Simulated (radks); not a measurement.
The nuclear charge of the ruthenium ion Ru2+ is varied continuously with 42 electrons held in [Kr] 4d6. All-electron calculation, scalar-relativistic Kohn-Sham, PBE, spin-polarised, spherical densities, point nucleus; open shells are filled with parallel spins first (spin-orbit coupling, left out, can overturn this in heavy ions). Program: a radial shooting solver on a logarithmic mesh with Libxc functionals. By the Hellmann-Feynman theorem dE/dZ = E(electron-nucleus)/Z, the electronic potential at the nucleus. The scalar-relativistic energy here is not variational (the density holds large components alone), so the two differ by a part that grows with Z.

Z     E (hartree)  E(electron-nucleus)/Z (hartree)  HOMO  e(HOMO) (eV)  <r> HOMO (bohr)
43.5  -4406.73513                         -243.858    4d       -15.710            1.656
43.6  -4431.21978                         -244.619    4d       -16.977            1.632
43.7  -4455.78104                         -245.380    4d       -18.274            1.608
43.8  -4480.41891                         -246.141    4d       -19.600            1.586
43.9  -4505.13337                         -246.902    4d       -20.953            1.565
44    -4529.92444                         -247.662    4d       -22.334            1.545
44.1  -4554.79212                         -248.423    4d       -23.743            1.525
44.2  -4579.73639                         -249.184    4d       -25.177            1.507
44.3  -4604.75728                         -249.945    4d       -26.638            1.489
44.4  -4629.85478                         -250.706    4d       -28.125            1.471
44.5  -4655.02891                         -251.467    4d       -29.637            1.455
44.6  -4680.27967                         -252.228    4d       -31.175            1.439
44.7  -4705.60707                         -252.989    4d       -32.737            1.423
44.8  -4731.01113                         -253.750    4d       -34.324            1.408
44.9  -4756.49186                         -254.511    4d       -35.934            1.393
45    -4782.04927                         -255.273    4d       -37.569            1.379

The central difference of E at Z = 44 is -248.294 hartree, to compare with the third column; the second derivative is -7.66 hartree.
